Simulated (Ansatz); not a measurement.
**Cost against result**

Saddle point of BH₃F₄, singlet (BHF₂ ([F][BH][F]) + HF + HF → BF₃ ([F][B]([F])[F]) + HF + H₂; bonds formed: B1–F6, H2–H7, H5–F8; bonds broken: B1–H2, H5–F6, H7–F8), PBE0-D4/def2-TZVP structure:

```xyz
8
angstrom
B -0.7020 0.0198 -0.5102
H -0.4631 0.7687 0.5617
F -1.7606 -0.7483 -0.2463
F -0.7296 0.8230 -1.5755
H 1.2018 -0.5664 0.2498
F 0.5297 -0.8855 -0.6252
H 0.4667 0.5309 0.9781
F 1.4570 0.0578 1.1676
```

Barriers are electronic and count from the start structure reached by relaxing down the imaginary mode.

Program: Ansatz 0.2.0. Basis: as named in each row. Cores are frozen in the correlated methods. B3LYP uses VWN-RPA correlation. Extrapolation: Hartree–Fock as exp(−7.88 √X), correlation as X^−2.97.

Times are rough, for one single point on 4 threads of a shared host (Arm Neoverse V1).

The estimate by CCSD(T) at an estimated basis limit (MP2 extrapolated from triple and quadruple zeta, plus CCSD(T) − MP2 in triple zeta) is 75.1 kJ/mol.

```csv
method,basis,time (s),barrier (kJ/mol),method less estimate
HF,STO-3G,under 1,33.5,-41.6
PBE-D4,STO-3G,under 1,-183.1,-258.2
SPW92,def2-SVP,under 1,-72.1,-147.2
B3LYP-D4,6-31G,under 1,34.3,-40.8
PBE-D4,def2-SVP,under 1,-8.9,-84.0
PBE0-D4,def2-SVP,under 1,15.2,-59.9
SPW92,def2-TZVPP,under 1,-30.7,-105.8
PBE-D4,def2-TZVPP,1,28.9,-46.2
BLYP-D4,def2-TZVPP,1,50.9,-24.2
BHLYP-D4,def2-TZVPP,1,78.6,3.5
PBE0-D4,def2-TZVPP,2,45.0,-30.1
B3LYP-D4,def2-TZVPP,2,59.7,-15.4
CAM-B3LYP-D4,def2-TZVPP,2,53.7,-21.4
wB97M-V,def2-SVP,2,25.0,-50.1
r2SCAN-D4,def2-TZVPP,2,32.9,-42.2
r2SCAN0-D4,def2-TZVPP,3,46.6,-28.5
B2PLYP,def2-TZVPP,3,65.8,-9.3
PBE-QIDH,def2-TZVPP,3,58.2,-16.9
CCSD(T),def2-SVP,3,63.0,-12.1
RPA on PBE,def2-TZVPP,3,67.3,-7.8
wB97X-V,def2-TZVPP,4,60.5,-14.6
wB97M-V,def2-TZVPP,4,60.6,-14.5
B97M-V,def2-TZVPP,6,59.6,-15.5
MP2,def2-QZVPP,11,69.5,-5.6
CCSD(T),def2-TZVPP,81,69.3,-5.7
```

All methods are single points on the PBE0-D4 structures; a negative value means that the method puts the saddle structure below the start.

T1 diagnostic: at most 0.012.

Labels in which every atom is bracketed show which atoms are joined, not bond orders.
